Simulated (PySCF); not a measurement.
PySCF job for Mg(SMe)(SeH) (CH₄MgSSe), SMILES [S]([Mg][SeH])C, HF/pcSseg-1. Coordinates come from a B3LYP-D3(BJ)/def2-SVP optimisation. The structure was generated by enumeration; whether it is a known compound was not checked. One conformer was computed; it need not be the lowest.

```python
import numpy as np
from pyscf import gto, scf, dft
from pyscf.prop.nmr import rhf as nmr

mol = gto.M(
    atom='''
    Mg    0.37814818    0.03954916   -0.08222653
    S     2.21133596   -0.85695277   -1.15625289
    C     1.54084060   -2.39505287   -1.93710581
    H     1.16496785   -3.10706470   -1.18872706
    H     2.37566088   -2.86896455   -2.47186361
    H     0.74760036   -2.17550395   -2.66572231
    Se   -1.53639496    1.04345790    1.03455846
    H    -1.21499772    0.28093639    2.26072454
    ''',
    basis='pcSseg-1',
    charge=0,
    spin=0,
    max_memory=1600,
    verbose=3,
)
mf = scf.RHF(mol)
mf.conv_tol = 1e-10
mf.max_cycle = 100
mf.kernel()
n = nmr.NMR(mf)
n.verbose = 2
n.max_cycle_cphf = 60
sigma = n.kernel()
print('atom   isotropic/ppm   span/ppm')
for i, s in enumerate(sigma):
    w = np.linalg.eigvalsh((s + s.T) / 2)
    print(f'{mol.atom_symbol(i):2s}{i + 1:3d} {w.mean():14.3f} {w[2] - w[0]:11.3f}')
```

Output:

```
converged SCF energy = -3036.93094395818
atom   isotropic/ppm   span/ppm
Mg  1        473.717     342.075
S   2        797.389     205.371
C   3        181.681      20.213
H   4         29.834      14.274
H   5         29.500      15.598
H   6         29.798      14.260
Se  7       2537.167     627.750
H   8         32.503      26.217
```

Self-consistency was reached.
